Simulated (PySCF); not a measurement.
Stepwise substitution at one centre (Si NH2-OCH3). Gas-phase values, no solvent. One relaxed conformer stands for each flexible species; it need not be the lowest. Strings in code marks are SMILES.

Method: PySCF with PBE-D3(BJ)/def2-TZVP // r2SCAN-D4/def2-SVP. Excitations are Tamm–Dancoff values on a coarser integration grid. The basis has no diffuse functions, so Rydberg states are missing or too high.

```tsv
species	S1 oscillator strength	LUMO (eV)	S1 excitation (TDA) (eV)	S1–T1 gap (TDA) (eV)
0 of 4 NH2 replaced by OCH3	0.000	-0.03	5.31	0.15
1 of 4 NH2 replaced by OCH3 (`CO[Si](N)(N)N`)	0.021	-0.03	5.44	0.20
2 of 4 NH2 replaced by OCH3 (`CO[Si](N)(N)OC`)	0.027	-0.04	5.93	0.21
3 of 4 NH2 replaced by OCH3	0.032	-0.03	6.08	0.30
4 of 4 NH2 replaced by OCH3 (`[Si](OC)(OC)(OC)OC`)	0.001	–	6.69	0.15
```
